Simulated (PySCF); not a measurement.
# Worked example: chemical shift, span and skew from a shielding tensor

C₄H₈O, SMILES CCC(C)=O. Atoms are numbered in the order given.

```xyz
13

C      1.8140     0.5274    -0.2749
C      0.8473    -0.2789     0.5907
C     -0.5416    -0.2848    -0.0198
C     -1.4809     0.8107     0.4205
O     -0.8614    -1.1131    -0.8383
H      2.8288     0.5104     0.1488
H      1.5060     1.5816    -0.3581
H      1.8614     0.1082    -1.2909
H      1.1830    -1.3250     0.6505
H      0.8163     0.1352     1.6116
H     -0.9863     1.7941     0.3848
H     -1.7724     0.6403     1.4701
H     -2.3788     0.8139    -0.2097
```
Charge 0, spin multiplicity 1.

Coordinates come from a PBE0-D3(BJ)/def2-SVP optimisation. The values are those of a single conformer.

GIAO shieldings from B3LYP/pcSseg-1 run with PySCF, non-relativistic, no solvent. The symmetric part of the tensor of C2 has the principal values 123.0, 127.5, 167.8 ppm. The same nucleus in TMS has σ = 181.3 ppm at this level (PySCF, at its B3LYP-D3(BJ)/def2-TZVP geometry).

Work out the isotropic shielding, the ¹³C shift against TMS, the span and the skew.


σ(iso) = (σ11 + σ22 + σ33)/3 = 139.4 ppm. δ = σ(ref) − σ(iso) = 181.3 − (139.4) = 41.9 ppm.
Span Ω = σ33 − σ11 = 44.8 ppm. Skew κ = 3(σ(iso) − σ22)/Ω = 0.80. Tumbling in solution averages the tensor to δ; in a static solid the shielding alone would spread this spin-1/2 line over Ω.
